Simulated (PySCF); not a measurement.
C3H9NSi, SMILES [SiH3][C@H]1CCN1.

The structure is a stationary point at PBE0-D3(BJ)/def2-SVP. The structure was generated by enumeration; whether it is a known compound was not checked.

Level of theory: PySCF with TDA-PBE/def2-SVPD.

Vertical excitations. Isolated molecule, no solvent.

| state | energy (eV) | λ (nm) | f | main pairs |
|---|---|---|---|---|
| S1 | 4.97 | 250 | 0.008 | HOMO→LUMO 99 % |
| S2 | 5.33 | 233 | 0.001 | HOMO→LUMO+1 96 % |
| S3 | 5.55 | 223 | 0.021 | HOMO→LUMO+2 99 % |
| S4 | 5.75 | 216 | 0.035 | HOMO→LUMO+3 95 % |
| S5 | 5.94 | 209 | 0.009 | HOMO→LUMO+4 98 % |
| S6 | 6.05 | 205 | 0.030 | HOMO→LUMO+5 99 % |
| S7 | 6.40 | 194 | 0.021 | HOMO→LUMO+6 97 % |
| S8 | 6.90 | 180 | 0.007 | HOMO→LUMO+7 98 % |
| S9 | 7.10 | 175 | 0.020 | HOMO−1→LUMO 97 % |
| S10 | 7.18 | 173 | 0.019 | HOMO→LUMO+8 98 % |
| T1 | 4.79 | 259 | 0 | HOMO→LUMO 98 % |
| T2 | 5.11 | 243 | 0 | HOMO→LUMO+1 97 % |
| T3 | 5.42 | 229 | 0 | HOMO→LUMO+2 98 % |
| T4 | 5.58 | 222 | 0 | HOMO→LUMO+3 98 % |
Triplets are in the Tamm–Dancoff approximation.
